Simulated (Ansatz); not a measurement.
Energy profile

The step: SiH₃OF ([OH][SiH2][F]) + NH₃ → SiNH₅O ([NH2][SiH2][OH]) + HF; bonds formed: Si1–N7, F2–H6; bonds broken: Si1–F2, H6–N7 (atoms numbered as in the saddle structure below).

Si1  (-0.577, -0.093, 0.562)
F2  (1.463, -0.902, 0.207)
H3  (-0.875, -1.529, 0.712)
H4  (-1.887, 0.621, 0.548)
O5  (0.248, 0.790, 1.658)
H6  (0.950, -0.332, -0.873)
N7  (-0.012, 0.179, -1.187)
H8  (1.147, 0.444, 1.726)
H9  (-0.535, -0.326, -1.893)
H10  (0.079, 1.150, -1.460)
(Å)

Electronic energies by CCSD(T) at an estimated basis limit (MP2 extrapolated from triple and quadruple zeta, plus CCSD(T) − MP2 in triple zeta), on PBE0-D4/def2-TZVP structures; SiNH₆OF, singlet; no counterpoise correction. Program: Ansatz 0.2.0. Basis: def2-TZVPP and def2-QZVPP. Cores are frozen in the correlated methods. Extrapolation: Hartree–Fock as exp(−7.88 √X), correlation as X^−2.97.

(1) Give the profile in kcal/mol, counted from the separated reactants. (An estimate is asked for; the value comes from the calculation.)

T1 diagnostic: at most 0.013.

Results:

(1) The calculation gives:
```tsv
point	kcal/mol
separated: SiH₃OF (linked as [OH][SiH2][F]; Si1, F2, H3, H4, O5, H8; singlet) + NH₃ (H6, N7, H9, H10; singlet)	0.00
start structure	-3.62
saddle	25.74
end structure	10.02
separated: SiNH₅O (linked as [NH2][SiH2][OH]; Si1, H3, H4, O5, N7, H8, H9, H10; singlet) + HF (F2, H6; singlet)	21.03
```

The step is the kind of exchange with an N–H group that builds nitride films in atomic layer and chemical vapour deposition.

For scale, one of the runs: CCSD(T)/def2-TZVPP, 219 basis functions (an equivalent command: `ansatz run in.yaml --threads 4`). Time: 68 s of wall clock on 4 CPU threads; the host was shared. Peak host memory: 3.4 GiB.
